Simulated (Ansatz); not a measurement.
## Pulling the pair apart

The pair of SiH3F (SMILES [SiH3]F, atoms 1–5) and TiF4 (SMILES F[Ti](F)(F)F, atoms 6–10), both closed shells, in one local arrangement (a lower one may exist), relaxed at PBE0-D4/def2-TZVP:

Si1  (0.087, -0.154, -1.958)
F2  (-0.338, 0.682, -0.629)
H3  (1.550, -0.353, -1.907)
H4  (-0.310, 0.684, -3.110)
H5  (-0.651, -1.433, -1.933)
F6  (0.121, -0.281, 3.487)
Ti7  (-0.081, 0.143, 1.813)
F8  (0.588, -1.238, 0.957)
F9  (0.841, 1.614, 1.642)
F10  (-1.806, 0.336, 1.638)
(Å)

TiF4 is shifted rigidly along the line between the mean atom positions of the two fragments (negative: closer). Counterpoise interaction energies in kJ/mol. Ansatz 0.2.0; basis: def2-TZVPPD; cores frozen in the correlated methods. B3LYP uses VWN-RPA correlation.

| shift (Å) | B3LYP-D4 | MP2 | PBE-D4 |
| --- | --- | --- | --- |
| -0.25 | -24.7 | -20.1 | -16.1 |
| 0.00 | -32.0 | -27.0 | -25.6 |
| 0.13 | -31.3 | -26.4 | -25.9 |
| 0.63 | -21.7 | -18.0 | -19.2 |
| 2.51 | -3.3 | -2.9 | -3.0 |

Q: What does CCSD(T) give at these shifts? (To be estimated.)

A: The calculation gives: -24.7, -30.6, -29.6, -19.8, -3.1 kJ/mol. For zero shift, CCSD(T) at an estimated basis limit (MP2 extrapolated from triple and quadruple zeta, plus CCSD(T) − MP2 in triple zeta) gives -34.2 kJ/mol. These are counterpoise interaction energies, counted from the two frozen fragments.

No T1 diagnostic of these runs exceeds 0.022.

For scale, one of the runs: CCSD(T)/def2-TZVPPD, 366 basis functions, launched by `ansatz run in.yaml --threads 2 --pin off --events-out ev --progress --plain --max-ram 22528MiB --backend cuda --devices 0, --max-vram 18GiB`. Hardware: 2 CPU threads of an AMD EPYC 7R13 and a share of one NVIDIA H100, shared host. Wall time 31 s; peak host memory 0.9 GiB.
